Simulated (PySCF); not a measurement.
Precursor series Cd OH-NH2. All species are isolated molecules in the gas phase. One relaxed conformer stands for each flexible species; it need not be the lowest.

The HOMO–LUMO gap from two functionals at the same geometries (r2SCAN-D4/def2-SVP), both in PySCF: PBE-D3(BJ)/def2-TZVP and TPSSh-D3(BJ)/def2-TZVP. 

```
species                                    PBE-D3(BJ)/def2-TZVP (eV)  TPSSh-D3(BJ)/def2-TZVP (eV)
-----------------------------------------  -------------------------  ---------------------------
0 of 2 OH replaced by NH2 ([Cd(OH)2])                           4.10                         5.33
1 of 2 OH replaced by NH2 ([Cd(OH)(NH2)])                       3.94                         4.99
2 of 2 OH replaced by NH2                                       3.96                         4.98
```

Over these rows, drawn at random from the members with no instability flagged (it was tested for open shells, ions and some series alone), PBE minus TPSSh-D3(BJ): mean -1.10 eV, from -1.23 eV to -1.02 eV.
